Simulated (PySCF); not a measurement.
Compound: C₈H₁₆Si.
Cartesian coordinates in Å at the PBE0-D3(BJ)/def2-SVP level; atoms count from 1:
```xyz
25
C8H16Si angstrom
C      2.0178   -0.3672    1.5425
C      1.5661    0.0562    0.3537
C      2.4714    0.8288   -0.5662
C      0.1663   -0.2083   -0.1536
C      0.2145   -0.9804   -1.4838
C     -0.7504   -0.9464    0.8439
C     -2.2194   -0.7316    0.4740
C     -2.4645    0.7784    0.3230
Si    -0.8375    1.4209   -0.4132
H      1.4093   -0.9570    2.2300
H      3.0363   -0.1332    1.8661
H      1.9791    1.7385   -0.9520
H      3.3951    1.1336   -0.0555
H      2.7587    0.2295   -1.4456
H      0.7066   -1.9572   -1.3369
H     -0.7948   -1.1706   -1.8806
H      0.7640   -0.4368   -2.2656
H     -0.4912   -2.0186    0.8966
H     -0.5903   -0.5324    1.8541
H     -2.4475   -1.2449   -0.4753
H     -2.8834   -1.1827    1.2292
H     -2.6021    1.2427    1.3143
H     -3.3611    1.0147   -0.2689
H     -0.2757    2.5846    0.3415
H     -0.9276    1.8001   -1.8596
```

The closed-shell ground state was solved at several levels (PySCF, density fitting, gas phase, non-relativistic).

| level | basis functions | total energy (Eh) | HOMO (eV) | LUMO (eV) | gap (eV) | dipole (D) |
| --- | --- | --- | --- | --- | --- | --- |
| KT2/pcSseg-1 | 240 | -612.0212 | -5.72 | -0.53 | 5.19 | 0.59 |
| wB97X-D/def2-SVPD | 312 | -603.5567 | -8.57 | 2.06 | 10.63 | 0.66 |

Task: Estimate the row for PBE0/pcSseg-1, a basis of 240 functions; the other rows only guide the guess.

Result: Total energy -603.4003 Eh, HOMO -6.76 eV, LUMO 0.48 eV, gap 7.24 eV, dipole 0.59 D.

Task: Over all these levels, which gives the widest orbital gap and which the narrowest?

Result: wB97X-D/def2-SVPD (range-separated hybrid) has the widest, 10.63 eV, and KT2/pcSseg-1 (GGA) the narrowest, 5.19 eV. Functional and basis both differ between the two, so the spread mixes both effects.

Task: How far do the dipole and the HOMO energy spread over the levels?

Result: The dipole runs from 0.59 to 0.66 D (mean 0.61 D) and the HOMO from -8.57 to -5.72 eV.

One conformer stands for the species.

The pairwise dispersion term of wB97X-D wasn't added to the energies; at a given geometry it leaves orbitals and properties as they are.
